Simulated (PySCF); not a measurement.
**Exercise with solution: dipole moment from atomic charges**

C3H4ClF, SMILES F[C@@H]1C[C@H]1Cl. Atoms are numbered in the order given.

```xyz
9

F     -0.8850     1.9517     0.6458
C     -0.6344     0.8828    -0.1436
C     -1.3289    -0.4023     0.1572
C      0.1396    -0.2442     0.4381
Cl     1.3255    -1.0906    -0.5388
H     -0.4498     1.1582    -1.1872
H     -1.9896    -0.4281     1.0280
H     -1.6324    -1.0282    -0.6856
H      0.4455    -0.1448     1.4827
```
Charge 0, spin multiplicity 1.

Geometry: PBE0-D3(BJ)/def2-SVP.

Charges (e) from PySCF with B3LYP/def2-TZVP:

```
atom     IAO  Mulliken
----  ------  --------
F1    -0.307    -0.221
C2     0.175     0.117
C3    -0.306    -0.226
C4    -0.152    -0.028
Cl5   -0.068    -0.133
H6     0.154     0.103
H7     0.167     0.128
H8     0.166     0.124
H9     0.172     0.138
```

The dipole moment of the full density is 1.18 D.

### Question
What dipole moment does each set of point charges give, and which comes closer to that of the density?

### Answer

μ = Σ q r, and 1 e Å = 4.8032 D.
IAO: Σ q r = (-0.140, -0.299, -0.171) e Å, |μ| = 1.79 D.
Mulliken: Σ q r = (-0.200, -0.168, -0.007) e Å, |μ| = 1.26 D.
Mulliken comes closer in size. Point charges leave out the atoms' own dipoles (lone pairs, polarised bonds); fits to the potential absorb them, partitions of the density don't.
